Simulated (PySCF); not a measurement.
## Nuclear quadrupole coupling in `[H]/N=C1\[C@H](F)CC[C@@H]1F`

C5H7F2N.
Cartesian coordinates in Å at the GFN2-xTB level; atoms count from 1:
```
atom  x, y, z in Å
N1     0.8162    2.1568   -0.6082
C2     0.3983    1.0101   -0.3481
C3    -0.9998    0.4261   -0.5166
F4    -1.9689    1.3492   -0.2009
C5    -1.0148   -0.7993    0.3909
C6     0.4186   -1.3244    0.2814
C7     1.2824   -0.0628    0.2617
F8     1.6096    0.2994    1.5523
H9     0.1218    2.8091   -0.9673
H10   -1.1631    0.1601   -1.5711
H11   -1.7604   -1.5353    0.0973
H12   -1.2227   -0.4718    1.4107
H13    0.6901   -1.9673    1.1167
H14    0.5554   -1.8748   -0.6501
H15    2.2329   -0.1671   -0.2705
```

Field gradients from the B3LYP/pcJ-1 density (PySCF, non-relativistic), principal values in atomic units, ordered |Vxx| ≤ |Vyy| ≤ |Vzz|:

```
atom     Vxx     Vyy      Vzz
  N1  0.2718  0.7757  -1.0475
```

**Question.** Find the asymmetry η = (Vxx − Vyy)/Vzz and the couplings χ = eQV/h (234.96 MHz × Q in barn × V in au), with Q(14N) = 0.02044 b.

**Answer.** 
```json
{"atom": "N1", "environment": "imine nitrogen", "nucleus": "14N", "η": "0.48", "χzz (MHz)": "-5.03", "χxx (MHz)": "1.31", "χyy (MHz)": "3.73"}
```

The tensor is traceless: Vxx + Vyy + Vzz = 0.

**Question.** What is Vzz at N1 in SI units (1 au = 9.71736 × 10²¹ V/m²)?

**Answer.** -1.0475 au = -10.179 × 10²¹ V/m².

**Question.** And the gradient at the other heavy atoms, for which no coupling is worked out here?

**Answer.** 
| atom | environment | Vzz (au) | η |
| --- | --- | --- | --- |
| C2 | imine carbon | 0.367 | 0.35 |
| C3 | sp3 C–F carbon | 0.521 | 0.06 |
| F4 | alkyl fluorine | 2.985 | 0.06 |
| C5 | ring CH2 carbon | -0.073 | 0.91 |
| C6 | ring CH2 carbon | -0.056 | 0.87 |
| C7 | sp3 C–F carbon | 0.524 | 0.14 |
| F8 | alkyl fluorine | 3.029 | 0.01 |

**Question.** What couplings would deuterons (Q(2H) = 0.00286 b) have in place of the hydrogens, at this geometry?

**Answer.** 
```tsv
atom	bonded to	bond length (Å)	Vzz (au)	η	χzz (kHz)
H9	N1	1.018	0.3725	0.04	250
H10	C3	1.100	0.2697	0.08	181
H11	C5	1.088	0.2991	0.01	201
H12	C5	1.091	0.2893	0.01	194
H13	C6	1.088	0.2975	0.01	200
H14	C6	1.091	0.2940	0.01	198
H15	C7	1.094	0.2780	0.08	187
```

Geometry: GFN2-xTB, one conformer, isolated molecule. GFN2-xTB bond lengths can be off by several hundredths of an ångström, more for odd bonds, and the gradients follow them. The basis is small and wasn't made for field gradients, so the couplings can be 20 % off.
